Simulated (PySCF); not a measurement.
Compound: C3H7BO2.
SMILES with atom numbers: `[BH:1]1[O:2][CH2:3][CH2:4][CH2:5][O:6]1`

Cartesian coordinates in Å at the PBE0-D3(BJ)/def2-SVP level; atoms count from 1:
```xyz
13
C3H7BO2 angstrom
B     -0.603    1.621    0.217
O      0.741    1.440    0.125
C      1.267    0.162   -0.167
C      0.332   -0.939    0.294
C     -1.058   -0.691   -0.261
O     -1.502    0.618    0.031
H     -1.018    2.722    0.480
H      2.250    0.082    0.323
H      1.441    0.088   -1.256
H      0.290   -0.947    1.397
H      0.706   -1.923   -0.026
H     -1.066   -0.836   -1.356
H     -1.788   -1.396    0.165
```

Probes without a nucleus sit at each ring's centroid and 1 Å off its mean plane on both sides; NICS is minus the shielding there, NICSzz its component along the normal. Level: GIAO B97-2/pcSseg-2 (PySCF, non-relativistic, gas phase) on the PBE0-D3(BJ)/def2-SVP geometry, one conformer.

Ring bond lengths (Å): B1–O2 1.359, O2–C3 1.412, C3–C4 1.517, C4–C5 1.517, C5–O6 1.412, O6–B1 1.359.

Give the NICS values of each ring in ppm.

| ring | type | NICS(0) | NICS(1), two faces | NICS(1)zz, two faces | rms pucker (Å) | centre to ring atoms, mean (Å) |
| --- | --- | --- | --- | --- | --- | --- |
| B1–O2–C3–C4–C5–O6 | 6-membered ring with B and 2 O; formal bonds all single | -0.7 | -1.9 / 0.3 | 1.0 / 2.0 | 0.19 | 1.40 |

What do they say, and how far can they be read as aromaticity?

- B1–O2–C3–C4–C5–O6: mean NICS(1)zz 1.5 ppm, near zero. C3, C4, C5 have four or more neighbours, so the value isn't read as a sign of a π ring current.

What are the shieldings of the ring atoms and their hydrogens in the same run (means over atoms taken as equivalent)?

| atoms | environment | σ isotropic (ppm) | principal values of the symmetric part, first atom (ppm) |
| --- | --- | --- | --- |
| B1 | three-coordinate boron | 77.1 | 63.1, 74.8, 93.5 |
| O2 (×2) | boron-bound oxygen | 206.2 | 83.5, 197.2, 337.8 |
| C3 (×2) | sp3 carbon bound to oxygen | 119.0 | 100.8, 104.4, 151.7 |
| C4 | ring CH2 carbon | 152.2 | 143.6, 153.9, 158.9 |
| H7 | B–H hydrogen | 27.30 | 24.1, 26.7, 31.1 |
| H8 (×4) | methylene hydrogen | 27.45 | 23.3, 26.9, 32.1 |
| H10 (×2) | methylene hydrogen | 29.57 | 25.6, 28.0, 34.4 |

How do the values depend on the level or the medium?

```tsv
level	NICS(0), B1–O2–C3–C4–C5–O6	mean NICS(1)zz, B1–O2–C3–C4–C5–O6
B97-2/pcSseg-2, gas	-0.7	1.5
PBE0/pcSseg-1, gas	-1.2	1.0
BLYP/pcSseg-1, gas	-0.7	1.3
BP86/pcSseg-1, gas	-0.9	1.1
HF/pcSseg-1, gas	-1.6	0.7
LDA/pcSseg-1, gas	-0.9	1.1
OPBE/pcSseg-1, gas	-1.2	1.1
PBE/pcSseg-1, gas	-0.9	1.2
```

The geometry is the same throughout.
